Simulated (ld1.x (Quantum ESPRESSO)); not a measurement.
## What one change does to a pseudopotential (Br (Z = 35), ultrasoft)

ld1.x (Quantum ESPRESSO) 7.5 input, shortened:

```
&input
   title='Br', zed=35., rel=2, dft='PZ', iswitch=3,
   config='[Ar] 3d10 4s2 4p5', rel_dist='average'
 /
 &inputp
   pseudotype=3, tm=.true., lloc=-1, rcloc=1.05,
   nlcc=.false.
 /
4
4S  1  0   2.00   0.00  1.00  1.35  0.0
4S  1  0   0.00   1.90  1.00  1.35  0.0
4P  2  1   5.00   0.00  1.60  1.85  0.0
4P  2  1   0.00   0.20  1.60  1.85  0.0
 &test
   configts(1)='4s2 4p5'
 /
```

Open shells are filled in proportion to 2j + 1 (rel_dist='average').

Change: local potential all-electron potential smoothed inside 2.10 bohr (lloc = -1).

Cutoffs: the cutoffs (Ry, on a coarse ladder) from which the occupation-weighted sum of valence levels, in a spherical-Bessel basis at the reference potential, stays within 10 and 1 mRy of its value at 400 Ry; they do not see the model core or the augmentation charge, which bear on the density cutoff. Errors are all-electron minus pseudo energies relative to the spin-unpolarised reference configuration.

**Question.** How do hardness, ghosts and transferability respond?

**Answer.** The potential gets softer (55 Ry and 70 Ry → 21 Ry and 40 Ry); the bound ghost in s disappears; the errors of the 7 common tests hardly move. A state that the projectors do not describe sees the local part alone, so a deeper or shallower local part can create or remove a ghost.

| quantity | base | changed |
| --- | --- | --- |
| cutoff, loose | 55 Ry | 21 Ry |
| cutoff, tight | 70 Ry | 40 Ry |
| loose cutoff by channel (10 mRy a level) | s 55 Ry, p 12 Ry | s 18 Ry, p 12 Ry |
| bound ghosts | s | none |
| error for 4s2 4p4, meV [ΔE 12.71 eV] | +2.1 | +2.2 |
| error for 4s2 4p3, meV [ΔE 35.66 eV] | +16 | +17 |
| error for 4s2 4p2, meV [ΔE 69.89 eV] | +64 | +67 |
| error for 4s2 4p4.5, meV [ΔE 5.15 eV] | +0.4 | +0.4 |
| error for 4s1 4p6, meV [ΔE 12.41 eV] | +15 | +16 |
| error for 4s2 4p5.3, meV [ΔE -2.01 eV] | +0.1 | +0.1 |
| error for 4s1 4p5, meV [ΔE 25.75 eV] | +15 | +16 |
| lowest overlap eigenvalue by channel | s 0.57, p1/2 0.52, p3/2 0.51 | s 0.65, p1/2 0.67, p3/2 0.65 |

 A true bound ghost makes a file unfit for plane-wave use even where its test errors are small: the radial tests pick states by their node count and pass the ghost by.
